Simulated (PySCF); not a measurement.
water (H2O), SMILES O. Heavy atoms are numbered as in [OH2:1]. Hydrogens are named by the atom that carries them.

Geometry optimised at B3LYP-D3(BJ)/def2-TZVP.

Computed with PBE/pcSseg-1 in PySCF.

GIAO shieldings, no solvent; atoms alike by connectivity are averaged. δ = σ(ref) − σ: ¹H against TMS (σ = 31.49 ppm), references at their B3LYP-D3(BJ)/def2-TZVP geometries, non-relativistic.

```tsv
nucleus	atoms	count	δ (ppm)
¹H	H on O1	2	0.34
```
